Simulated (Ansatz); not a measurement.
Ansatz (an electronic-structure program) input for SbF2Cl, SMILES [Sb]([F])([F])[Cl], B3LYP-D3(BJ)/def2-SVP. 

Ansatz 0.2 input:
```yaml
crystal:
  periodic: [false, false, false]
  atoms:
    - {symbol: Sb, position_ang: [-0.35135306, -0.40238297, -0.00000000]}
    - {symbol: F, position_ang: [-0.78394467, 0.95523515, 1.38169723]}
    - {symbol: F, position_ang: [-0.78394466, 0.95523517, -1.38169722]}
    - {symbol: Cl, position_ang: [1.88411823, 0.19572346, 0.00000001]}
basis:
  gaussian:
    orbitals: def2-SVP
hamiltonian:
  xc: b3lyp
  dispersion: d3bj
relax: {f_tol: 0.002, max_steps: 200}
```

It prints:

```
WARN ansatz: RAYON_NUM_THREADS=1 ignored (pool sized by the plan → 1); use --threads N
Functional definition: B3LYP
integrals: 0.02 GiB planned
812 factors; integrals over basis functions are off by at most 3.6e-4 eV
mean field: 0.26 GiB planned
mean field evaluation 1: about -24484.9319 eV, gradient 5.4e1 eV
mean field evaluation 2: about -24452.6832 eV, gradient 1.4e2 eV
mean field evaluation 4: about -24490.1497 eV, gradient 7.4e0 eV
mean field evaluation 8: about -24490.3326 eV, gradient 6.4e-2 eV
mean field evaluation 16: about -24490.3326 eV, gradient 2.0e-5 eV
mean field -24490.33260444 eV, -900.0031230694 hartree, gradient 1.7e-5 eV, S^2 0.000000; 0 other end points of the search recorded, 0 dependent functions left out
the calculation of the forces begins
reference -24490.33279387 eV, -900.0031300310 hartree; 29, 29 occupied and 43, 43 virtual orbitals, 812 factors
relax step   1: F+E_penalty+E_count = -24490.50399188 eV  Δ(F+E_penalty+E_count) = +0.000e0 eV  max|allowed force component| = 2.249e0 eV/Å  Δτ_max = 0.0000 Å  (29 SCF iters, accepted)
these checks for a lower state are left out or cut short: starts, cluster_reference, orbital_swaps, neighbouring_geometries, increment
integrals: 0.02 GiB planned
812 factors; integrals over basis functions are off by at most 4.0e-4 eV
mean field: 0.26 GiB planned
mean field -24490.45613220 eV, -900.0076626311 hartree, gradient 1.5e-5 eV, S^2 0.000000; 0 other end points of the search recorded, 0 dependent functions left out
the calculation of the forces begins
reference -24490.45632387 eV, -900.0076696746 hartree; 29, 29 occupied and 43, 43 virtual orbitals, 812 factors
relax step   2: F+E_penalty+E_count = -24490.62069498 eV  Δ(F+E_penalty+E_count) = -1.167e-1 eV  max|allowed force component| = 3.513e-1 eV/Å  Δτ_max = 0.1893 Å  (36 SCF iters, accepted)
these checks for a lower state are left out or cut short: starts, cluster_reference, orbital_swaps, neighbouring_geometries, increment
integrals: 0.02 GiB planned
812 factors; integrals over basis functions are off by at most 3.8e-4 eV
mean field: 0.26 GiB planned
mean field evaluation 32: about -24490.5070 eV, gradient 3.9e-4 eV
mean field -24490.50704358 eV, -900.0095335897 hartree, gradient 9.8e-6 eV, S^2 0.000000; 0 other end points of the search recorded, 0 dependent functions left out
the calculation of the forces begins
reference -24490.50723545 eV, -900.0095406408 hartree; 29, 29 occupied and 43, 43 virtual orbitals, 812 factors
relax step   3: F+E_penalty+E_count = -24490.67441273 eV  Δ(F+E_penalty+E_count) = -5.372e-2 eV  max|allowed force component| = 2.322e-1 eV/Å  Δτ_max = 0.0714 Å  (30 SCF iters, accepted)
these checks for a lower state are left out or cut short: starts, cluster_reference, orbital_swaps, neighbouring_geometries, increment
integrals: 0.02 GiB planned
812 factors; integrals over basis functions are off by at most 3.8e-4 eV
mean field: 0.26 GiB planned
mean field -24490.50961724 eV, -900.0096281700 hartree, gradient 1.5e-5 eV, S^2 0.000000; 0 other end points of the search recorded, 0 dependent functions left out
the calculation of the forces begins
reference -24490.50980924 eV, -900.0096352257 hartree; 29, 29 occupied and 43, 43 virtual orbitals, 812 factors
relax step   4: F+E_penalty+E_count = -24490.67771945 eV  Δ(F+E_penalty+E_count) = -3.307e-3 eV  max|allowed force component| = 2.601e-2 eV/Å  Δτ_max = 0.0166 Å  (32 SCF iters, accepted)
these checks for a lower state are left out or cut short: starts, cluster_reference, orbital_swaps, neighbouring_geometries, increment
integrals: 0.02 GiB planned
812 factors; integrals over basis functions are off by at most 3.8e-4 eV
mean field: 0.26 GiB planned
mean field -24490.50972145 eV, -900.0096319996 hartree, gradient 1.2e-5 eV, S^2 0.000000; 0 other end points of the search recorded, 0 dependent functions left out
the calculation of the forces begins
reference -24490.50991348 eV, -900.0096390564 hartree; 29, 29 occupied and 43, 43 virtual orbitals, 812 factors
relax step   5: F+E_penalty+E_count = -24490.67775279 eV  Δ(F+E_penalty+E_count) = -3.334e-5 eV  max|allowed force component| = 1.475e-3 eV/Å  Δτ_max = 0.0019 Å  (25 SCF iters, accepted)
integrals: 0.02 GiB planned
812 factors; integrals over basis functions are off by at most 3.8e-4 eV
mean field: 0.26 GiB planned
mean field evaluation 64: about -24490.5097 eV, gradient 4.0e-4 eV
mean field -24490.50972145 eV, -900.0096319996 hartree, gradient 1.2e-5 eV, S^2 0.000000; 1 other end points of the search recorded, 0 dependent functions left out
the calculation of the forces begins
reference -24490.50991348 eV, -900.0096390564 hartree; 29, 29 occupied and 43, 43 virtual orbitals, 812 factors
Total energy: -24490.67794482 eV, -900.0158140943 hartree
Atom 0 at    -0.353061    -0.295451     0.000000 Å, force     0.000935     0.001046     0.000000 eV/Å
Atom 1 at    -0.830067     0.923615     1.421476 Å, force     0.000270    -0.000434     0.000495 eV/Å
Atom 2 at    -0.830067     0.923615    -1.421476 Å, force     0.000270    -0.000434    -0.000495 eV/Å
Atom 3 at     1.978071     0.152032     0.000000 Å, force    -0.001475    -0.000179     0.000000 eV/Å
Dipole moment:    -0.183534    -0.728630     0.000000 e Å
```

The run converged.
